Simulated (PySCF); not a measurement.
CdH2, SMILES [CdH2].

Geometry optimised at PBE0-D3(BJ)/def2-TZVPD. The def2 effective core potentials stand for the cores of Cd; spin–orbit coupling is left out.

Level of theory: PBE/def2-TZVPD (PySCF).

The molecule is in vacuum.

```json
{
 "total_energy": "-168.92870 hartree",
 "point_group": "D∞h",
 "highest_occupied_level": "-6.70 eV",
 "lowest_empty_level": "-1.41 eV",
 "orbital_gap": "5.29 eV",
 "dipole_moment": "0.00 D",
 "quadrupole, principal values (traceless, Buckingham form, about the centre of nuclear charge)": "-6.85, 3.43, 3.43 D·Å",
 "mean_static_polarisability": "36.4 bohr³ (5.39 Å³)",
 "polarisability_principal_values": "31.3, 31.3, 46.5 bohr³"
}
```
